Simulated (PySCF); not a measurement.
# Bond lengths and vibrations by method: GeH2O3

Calculated results; nothing here was measured. The program is PySCF 2.14.0, an open-source quantum chemistry code, run on an isolated molecule that a program drew, which may never have been made. The molecule is GeH2O3 (charge 0, singlet), drawn as the SMILES string `[O]=[Ge]([OH])[OH]`.

The geometry was optimised and harmonic frequencies were computed with HF and MP2, all in the cc-pVDZ basis, for the commonest isotopes, with a restricted reference for singlets and an unrestricted one otherwise, and a frozen core in MP2. Germanium has the cc-pVDZ-PP basis, with a core potential (ECP10MDF) in place of its 10 inner electrons, and its 3s, 3p and 3d shells are frozen in MP2. Each result is a local minimum of its method.

Geometry at the HF minimum:
```xyz
6
GeH2O3, angstrom
O     0.7003    0.6957   -2.0006
Ge   -0.2309   -0.2991   -1.1399
O     0.2657   -1.7095   -0.2507
O    -1.9373   -0.2318   -0.8758
H     1.1955   -1.8945   -0.2914
H    -2.2759   -0.9297   -0.3288
```

Lengths of the bonds as drawn, in Å (atoms numbered as above):
| bond | HF | MP2 |
|---|---|---|
| O1-Ge2 | 1.612 | 1.649 |
| Ge2-O3 | 1.740 | 1.786 |
| Ge2-O4 | 1.728 | 1.773 |
| O3-H5 | 0.949 | 0.972 |
| O4-H6 | 0.949 | 0.973 |

Rotational constants, in GHz:
```
constant     HF    MP2
       A  7.714  7.462
       B  6.179  5.847
       C  3.431  3.278
```

Harmonic frequencies in cm^-1, each column in rising order, so a row needn't be the same motion in every method:
```
rank,HF,MP2
1,262,226
2,263,234
3,265,237
4,414,357
5,445,400
6,785,716
7,812,751
8,966,939
9,983,967
10,1059,?
11,4128,3811
12,4131,3822
```

**Estimate the missing MP2 frequency from the HF column.**

A single factor s that minimises the squared misfit of MP2 against s times HF over the other rows is sum(HF x MP2) / sum(HF^2) = 0.9261, with an rms misfit of 25 cm^-1. For rank 10 it gives 0.9261 x 1059 = 981 cm^-1. The calculation gives 1033 cm^-1, 52 cm^-1 above the estimate. The drawn bonds are on average 2.5 % longer in MP2 than in HF.
